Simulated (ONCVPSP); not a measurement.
## lutetium: from the effect back to the setting (ONCV)

Base potential:

```
Element                 : lutetium
Generator               : ONCVPSP 4.0.1
Type                    : optimised norm-conserving Vanderbilt (ONCV)
Functional              : LDA (Perdew-Zunger)
Relativity              : scalar-relativistic
Frozen core             : [Kr] 4d10
Valence charge          : 25
Reference configuration : 4f14 5s2 5p6 5d1 6s1.5 (charge +0.5)
Partial waves           : 5s+6s: rc 1.90 bohr, ncon 4, nbas 7, qcut 6 1/bohr, 2 projectors; 5p: rc 2.05 bohr, ncon 4, nbas 7, qcut 6.3 1/bohr, 2 projectors, debl 3.2 Ha; 5d: rc 2.25 bohr, ncon 4, nbas 8, qcut 4.9 1/bohr, 2 projectors, debl 1.4 Ha; 4f: rc 1.10 bohr, ncon 5, nbas 9, qcut 13.8 1/bohr, 3 projectors, debl 1.1 Ha
Local potential         : polynomial inside 1.10 bohr (lpopt 5, dvloc0 2 Ha)
Core correction         : none
```

Cutoffs, loose and tight: the cutoffs (Ha) at which the residual kinetic energy of the hardest occupied pseudo-wave falls to 1 and 0.1 mHa per electron. They do not see the model core or the augmentation charge, which bear on the density cutoff. Test errors are all-electron minus pseudo excitation energies from the reference, over the configurations 4f14 5s2 5p6 5d1 6s2; 4f14 5s2 5p6 5d1 6s1; 4f14 5s2 5p6 5d1 6s0; 4f14 5s2 5p5 5d1 6s2; variants that change the core or the reference have their own tests.

Only the scale of all radii (base = 1) is moved:

| scale of all radii (base = 1) | cutoff, loose | cutoff, tight | bound ghosts | largest test error (meV) |
| --- | --- | --- | --- | --- |
| 0.77 | 487 Ha | 535 Ha | s, f | -46 |
| 0.85 | 378 Ha | 413 Ha | s | -44 |
| 1.02 | 165 Ha | 265 Ha | d | -59 |
| 1.09 | 93 Ha | 214 Ha | none | -64 |
| 1.15 | 89 Ha | 117 Ha | none | -69 |
| 1.24 | 83 Ha | 90 Ha | none | -74 |
| 1.3 | 79 Ha | 86 Ha | none | -74 |

Problem. One more run gave cutoff, loose: 303 Ha; cutoff, tight: 339 Ha; bound ghosts: none; largest test error (meV): -51. Which value of the scale of all radii (base = 1) was used?

Solution. 0.93. The loose cutoff moves one way along this sweep, from 487 Ha at 0.77 to 79 Ha at 1.3, which places the run between 0.85 and 1.02.
